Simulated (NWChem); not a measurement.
# C$_{2}$H$_{3}$BFNO; SMILES O1C=NB(C1)F

```xyz
9

F     -0.0311     2.1070     0.0000
B      0.0341     0.7881     0.0000
C     -1.1909    -0.2238     0.0000
O     -0.4972    -1.4861     0.0000
C      0.8048    -1.2047     0.0000
N      1.2358     0.0040     0.0000
H     -1.8395    -0.1826     0.8894
H     -1.8395    -0.1826    -0.8894
H      1.4317    -2.1072     0.0000
```
Atoms are numbered in this order, from 1.

Results from NWChem. Pople sets run with spherical d functions. Medium grid unless said otherwise, to which SCAN and Minnesota functionals are sensitive. All runs use the structure optimised with PBE0/def2-SVP. Total energies of different functionals are on different scales.

```json
[
 {"level": "B3LYP/6-31G*", "energy (Ha)": "-332.7509", "highest occupied level (eV)": "___", "orbital gap (eV)": "___", "dipole (D)": "2.30"},
 {"level": "PBE/6-31G*", "energy (Ha)": "-332.3757", "highest occupied level (eV)": "-6.16", "orbital gap (eV)": "4.40", "dipole (D)": "2.29"},
 {"level": "LRC-wPBEh/6-31G*", "energy (Ha)": "-332.4303", "highest occupied level (eV)": "-9.70", "orbital gap (eV)": "10.62", "dipole (D)": "2.35"},
 {"level": "TPSSh/6-31G*", "energy (Ha)": "-332.7592", "highest occupied level (eV)": "-6.95", "orbital gap (eV)": "5.66", "dipole (D)": "2.30"},
 {"level": "BP86/6-31G*", "energy (Ha)": "-332.7427", "highest occupied level (eV)": "-6.29", "orbital gap (eV)": "4.43", "dipole (D)": "2.30"},
 {"level": "LC-wPBE (HJS exchange hole, range parameter 0.4 per bohr)/6-31G*", "energy (Ha)": "-332.5062", "highest occupied level (eV)": "-10.64", "orbital gap (eV)": "12.18", "dipole (D)": "2.37"},
 {"level": "MN15/6-31G*", "energy (Ha)": "-332.4101", "highest occupied level (eV)": "-8.63", "orbital gap (eV)": "8.40", "dipole (D)": "2.28"},
 {"level": "B97-D/6-31G*", "energy (Ha)": "-332.5386", "highest occupied level (eV)": "-6.20", "orbital gap (eV)": "4.55", "dipole (D)": "2.28"}
]
```

Q: Fill in the missing entries.

A: 
- B3LYP/6-31G*, highest occupied level (eV): -7.50
- B3LYP/6-31G*, orbital gap (eV): 6.49
